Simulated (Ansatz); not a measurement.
Geometry optimisation, RKS PBE0-D4/def2-SVP in Ansatz 0.2.0.

Input:

```yaml
crystal:
  periodic: [false, false, false]
  atoms:
    - { symbol: B, position_ang: [0.138049, 0.490381, -0.464638] }
    - { symbol: O, position_ang: [0.060052, -0.01758, 2.08843] }
    - { symbol: H, position_ang: [-0.859752, -0.302968, 2.145188] }
    - { symbol: Cl, position_ang: [1.557618, -0.320442, -1.051621] }
    - { symbol: Cl, position_ang: [-1.458502, -0.106656, -0.864407] }
    - { symbol: H, position_ang: [0.236709, 1.544185, 0.092675] }
    - { symbol: H, position_ang: [-0.007174, 0.931081, 1.839973] }
basis:
  gaussian: { orbitals: def2-SVP }
hamiltonian:
  xc: pbe0
  dispersion: d4
relax:
  f_tol: 0.03
  max_steps: 50
```

Run as:

```bash
$ ansatz run input.yaml --threads 1 --pin off --max-ram 2048MiB --backend cpu --events-out ev --progress --plain --runs-dir out
```

Task: Where does it end, and by what steps?

Result: The run converged. The force dipped under the threshold on the way, but the program's further checks kept it going. After 32 steps the energy has fallen by 0.574 eV; H3 moved furthest, 1.39 Å. Joined: B1–O2 (2.60 → 1.65 Å).

| step | energy less start (eV) | largest force component (eV/Å) | accepted |
| --- | --- | --- | --- |
| 0 | 0.0000 | 0.888 | yes |
| 2 | 0.0011 | 2.817 | no |
| 4 | -0.1535 | 1.057 | yes |
| 6 | -0.3665 | 1.016 | yes |
| 8 | -0.4488 | 0.455 | yes |
| 10 | -0.4412 | 0.616 | no |
| 12 | -0.4797 | 0.027 | yes |
| 14 | -0.4815 | 0.050 | yes |
| 16 | -0.4863 | 0.114 | yes |
| 18 | -0.4904 | 0.101 | yes |
| 20 | -0.4976 | 0.424 | yes |
| 22 | -0.5385 | 0.161 | yes |
| 24 | -0.5147 | 0.820 | no |
| 26 | -0.5732 | 0.017 | yes |
| 28 | -0.5730 | 0.209 | no |
| 30 | -0.5740 | 0.044 | yes |
| 32 | -0.5741 | 0.001 | yes |

```xyz
7
Properties=species:S:1:pos:R:3
B 0.088 0.598 -0.050
O -0.005 0.442 1.591
H 0.482 -0.379 1.787
Cl 1.136 -0.828 -0.506
Cl -1.666 0.446 -0.543
H 0.580 1.674 -0.260
H -0.947 0.267 1.768
```

Whether the end is a true minimum wasn't checked by a vibrational analysis.

The run took 88 s on 1 thread of Arm Neoverse V2 (shared host), peak memory 0.14 GiB.
